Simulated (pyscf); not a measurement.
**Hydrogen shift: •O–GaH–OH → [HO–Ga–OH]•**

Gas phase, doublet surface, charge 0. Bonds broken: Ga2–H5. Bonds formed: O1–H5. Optimised with ωB97X-D3(BJ)/def2-SVP in PySCF. MP2 and CC: frozen core, UHF for open shells. ΔMP2 is the change of the MP2 total energy from the triple- to the quadruple-zeta basis.

Transition state (Å):

```xyz
5

O      1.4356    -1.4565    -0.6041
Ga     0.2925    -0.1396    -0.3615
O     -0.8657     0.9009    -1.1940
H     -1.3156     1.5442    -0.6333
H      1.2142    -0.8302     0.8074
```

One imaginary mode, 1428i cm⁻¹; descent along it reached the two sides named.

| bond | change | reactant side (Å) | saddle | product side |
|---|---|---|---|---|
| Ga2–H5 | breaks | 1.549 | 1.641 | 2.365 |
| O1–H5 | forms | 2.9 | 1.560 | 0.964 |

Electronic energies relative to the reactant's lowest minimum found (kcal/mol):

```tsv
level	barrier	reaction energy	reverse barrier
ωB97X-D3(BJ)/def2-TZVP	24.7	-35.7	60.5
PBE/def2-TZVP	12.1	-41.6	53.7
r²SCAN/def2-TZVP	18.7	-38.0	56.6
B3LYP-D3(BJ)/def2-TZVP	21.0	-38.0	58.9
PBE0-D3(BJ)/def2-TZVP	20.8	-38.7	59.4
M06-2X/def2-TZVP	24.7	-41.9	66.7
ωB97M-D3(BJ)/def2-TZVP	23.5	-38.4	61.9
HF/def2-TZVP	45.9	-21.8	67.7
MP2/def2-QZVPP	26.2	-47.0	73.1
CCSD/def2-TZVPP	26.6	-36.6	63.2
CCSD(T)/def2-TZVPP	22.9	-38.4	61.3
CCSD(T)/def2-TZVPP + ΔMP2(QZVPP)	22.3	-39.1	61.4
```

With CCSD(T)/def2-TZVPP + ΔMP2(QZVPP) energies and thermal terms (ideal gas, 1 atm, RRHO with modes under 100 cm⁻¹ raised to 100, one conformer, R ln 2 for rigid chiral ones), in kcal/mol:

| T (K) | ΔH‡ | ΔG‡ | ΔH | ΔG |
|---|---|---|---|---|
| 298 | 20.7 | 20.7 | -36.6 | -36.8 |
| 600 | 20.4 | 20.8 | -36.6 | -37.0 |
| 900 | 19.9 | 21.1 | -36.8 | -37.2 |
| 1200 | 19.4 | 21.5 | -37.0 | -37.2 |

One saddle was located; it need not be the lowest between these sides. The CCSD(T) − MP2 part came from Ansatz, without density fitting, on the same reference. The frozen core leaves the outer d or s,p core shells of the metals and heavy elements correlated in the MP2 and CC values, and def2-TZVPP describes them poorly, which can shift differences by a few kcal/mol. Elements up to Kr have no core potential and no relativistic terms here.
